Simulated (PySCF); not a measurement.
## C (carbon, neutral) across methods

[He] 2s1 2p2 3d1, one real determinant (an excited configuration). Calculation: PySCF 2.14, in aug-cc-pVTZ with one added diffuse shell each of s, p, d, f type (6s5p4d3f, 62 functions); the non-relativistic Hamiltonian (point nucleus).

| method | E (hartree) | mean ε 2s α (eV) | mean ε 2p α (eV) | mean ε 3d α (eV) | Σ⟨r²⟩ (bohr²) | ⟨S²⟩ |
| --- | --- | --- | --- | --- | --- | --- |
| PBE | -37.2563 | -22.962 | -14.326 | -0.554 | 60.17 | 6.000 |
| BLYP | -37.2919 | -22.605 | -14.049 | -0.442 | 61.04 | 6.000 |
| B3LYP | -37.3034 | -24.709 | -15.742 | -0.715 | 60.74 | 6.000 |
| TPSSh | -37.3112 | -24.277 | -15.217 | -0.564 | 60.93 | 6.000 |
| UHF | -37.20565 | -32.296 | -21.593 | -1.227 | 60.95 | 6.000 |
| wB97M-V | -37.2791 | -27.179 | -18.137 | -0.937 | 56.19 | 6.000 |
| LDA | -36.9190 | -22.721 | -14.213 | -0.413 | 59.09 | 6.000 |
| PBE0 | -37.2656 | -25.393 | -16.233 | -0.773 | 60.40 | 6.000 |

(1) Estimate the same row for r2SCAN.

⟨L²⟩ = 7.90 against 12 for a pure F term, so this real determinant mixes terms. The outer electron is Rydberg-like, and this basis confines it to a smaller radius and binds it less than a complete one would.

Results:

(1) E (hartree) = -37.3001; mean ε 2s α (eV) = -23.934; mean ε 2p α (eV) = -14.955; mean ε 3d α (eV) = -0.432; Σ⟨r²⟩ (bohr²) = 61.29; ⟨S²⟩ = 6.000.
